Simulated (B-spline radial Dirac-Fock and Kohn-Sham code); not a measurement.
# Electron momentum distribution of Cu⁹⁺: Compton profiles

System: Cu⁹⁺ in the configuration [Ar] 3d2.

Method: the impulse approximation on relativistic Hartree-Fock (Dirac-Fock) wave functions, averaged over the configuration. Computed with a radial finite-basis atomic code. pz is in atomic units of momentum; subshell profiles are per electron, for a selection of subshells; open shells are spread over both j values by their weights.

| pz | J total | J 2s1/2 | J 3s1/2 | J 3d3/2 | J 3d5/2 |
| --- | --- | --- | --- | --- | --- |
| 0 | 2.380 | 0.110 | 0.269 | 0.116 | 0.117 |
| 0.2 | 2.372 | 0.110 | 0.265 | 0.116 | 0.117 |
| 0.3 | 2.363 | 0.110 | 0.261 | 0.116 | 0.117 |
| 0.4 | 2.350 | 0.109 | 0.255 | 0.116 | 0.117 |
| 0.5 | 2.333 | 0.109 | 0.248 | 0.116 | 0.117 |
| 0.6 | 2.312 | 0.108 | 0.239 | 0.116 | 0.117 |
| 0.8 | 2.259 | 0.107 | 0.218 | 0.116 | 0.117 |
| 1 | 2.192 | 0.105 | 0.194 | 0.116 | 0.117 |
| 1.2 | 2.110 | 0.103 | 0.169 | 0.116 | 0.116 |
| 1.4 | 2.017 | 0.100 | 0.143 | 0.115 | 0.115 |
| 1.6 | 1.913 | 0.0973 | 0.118 | 0.114 | 0.114 |
| 1.8 | 1.802 | 0.0941 | 0.0962 | 0.112 | 0.112 |
| 2 | 1.686 | 0.0908 | 0.0768 | 0.109 | 0.110 |
| 2.5 | 1.397 | 0.0815 | 0.0420 | 0.0995 | 0.0996 |
| 3 | 1.136 | 0.0716 | 0.0244 | 0.0860 | 0.0860 |
| 4 | 0.7635 | 0.0520 | 0.0165 | 0.0562 | 0.0561 |
| 5 | 0.5554 | 0.0350 | 0.0160 | 0.0329 | 0.0327 |
| 7 | 0.3468 | 0.0133 | 0.00848 | 0.00999 | 0.00990 |
| 10 | 0.1842 | 0.00336 | 0.00142 | 0.00172 | 0.00170 |
| 15 | 0.07064 | 0.00241 | 0.000416 | 0.000135 | 0.000132 |
| 20 | 0.03227 | 0.00182 | 0.000339 | 1.69e-05 | 1.62e-05 |
| 30 | 0.009045 | 0.000602 | 0.000112 | < 1e-6 | < 1e-6 |
| 40 | 0.003074 | 0.000191 | 3.46e-05 | < 1e-6 | < 1e-6 |
| 60 | 0.0005178 | 2.82e-05 | 4.95e-06 | < 1e-6 | < 1e-6 |
| 100 | 4.152e-05 | 2.02e-06 | < 1e-6 | < 1e-6 | < 1e-6 |

J(0) = 2.380. The 3p3/2 subshell gives the largest part, 28 %.

Mean momentum ⟨p⟩ by subshell (a.u.): 1s1/2 24.8, 2s1/2 8.37, 2p1/2 11.3, 2p3/2 11.1, 3s1/2 3.84, 3p1/2 4.52, 3p3/2 4.48, 3d3/2 5.17, 3d5/2 5.15.
